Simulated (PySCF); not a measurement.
How a change of structure moves an absorption spectrum

Level of theory: TDDFT CAM-B3LYP/def2-SVPD, vertical, gas phase, core orbitals frozen in the response (PySCF 2.14.0, density-fitted response routines). Geometries: GFN2-xTB; one conformer of each isolated species. Triplets are in the Tamm–Dancoff approximation. 'Strongest' means the level of largest summed f among the lowest 8 singlets; it needn't be the same kind of state in each.

Parent: `Cl[Si@@H]1C[C@H](C)CO1`, with lowest singlet excitation energy 7.60 eV, oscillator strength of the strongest level 0.05, HOMO energy -9.58 eV, lowest triplet energy 7.23 eV, S1–T1 gap 0.37 eV. Its spectrum: 7.60 eV (f 0.022); 7.93 eV (f 0.054); 8.06 eV (f 0.024); 8.18 eV (f 0.021); 8.39 eV (f 0.002).

Shifts from the parent:

```json
{"change": "C-C bond made double", "SMILES": "CC1=C[Si@@H](Cl)OC1", "Δ S1 (eV)": "-0.77", "Δ f (strongest)": "+0.24", "Δ HOMO (eV)": "+0.52", "Δ T1 (eV)": "-2.83", "Δ S1−T1 (eV)": "+2.06"}
{"change": "C-C bond made double", "SMILES": "CC1=CO[Si@@H](Cl)C1", "Δ S1 (eV)": "-1.54", "Δ f (strongest)": "+0.03", "Δ HOMO (eV)": "+1.74", "Δ T1 (eV)": "-3.06", "Δ S1−T1 (eV)": "+1.52"}
{"change": "C replaced by Si", "SMILES": "C[C@@H]1CO[Si@H](Cl)[SiH2]1", "Δ S1 (eV)": "-1.39", "Δ f (strongest)": "+0.12", "Δ HOMO (eV)": "+0.58", "Δ T1 (eV)": "-1.63", "Δ S1−T1 (eV)": "+0.25"}
```

(1) Predict the same shifts for this change: C-C bond made double (`C=C1CO[Si@H](Cl)C1`).

Answers

(1) Δ lowest singlet excitation energy -0.93 eV, Δ oscillator strength of the strongest level +0.25, Δ HOMO energy +0.84 eV, Δ lowest triplet energy -3.07 eV, Δ S1–T1 gap +2.14 eV. Spectrum: 186 nm (f 0.303); 179 nm (f 0.016); 173 nm (f 0.022); 163 nm (f 0.005); 161 nm (f 0.017). S1 falls most with C-C bond made double (-1.54 eV); all changes lower it. S1 is simply the lowest singlet of each species and needn't be the same kind of state throughout. Over these 4 changes the shifts of S1 and of the HOMO–LUMO gap correlate with r = 0.75.

Without π bonds the low states are Rydberg-like; a valence basis with one diffuse set may place them up to an eV too high.
